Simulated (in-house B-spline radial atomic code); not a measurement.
# The potassium ion K⁺: [Ne] 3s2 3p5 4p1 (an excited or competing configuration)

All numbers are computed (non-relativistic LC-wPBE, spin-polarised, spherical fractional occupations, exact exchange averaged over the configuration; point nucleus) with a B-spline radial code for spherical atoms, not measured.

Screening seen three ways: the hydrogenic charge with the same mean radius, Z_r = [3n² - l(l+1)]/(2<r>), the one with the same energy, Z_e = n√(-2ε), and Slater's rules. Values are occupation-weighted means over spin.

```csv
shell,electrons,ε (eV),<r> (bohr),Z_r,Z_e,Slater
1s,2,-3528.2,0.08154,18.40,16.10,18.70
2s,2,-373.02,0.3898,15.39,10.47,14.85
2p,6,-302.3,0.3512,14.24,9.43,14.85
3s,2,-55.261,1.246,10.83,6.05,8.10
3p,5,-37.829,1.357,9.21,5.00,8.10
4p,1,-8.5399,4.584,5.02,3.17,3.05
```

The least bound orbital is 4p up at -8.54 eV, and it is also the most diffuse (<r> = 4.584 bohr).
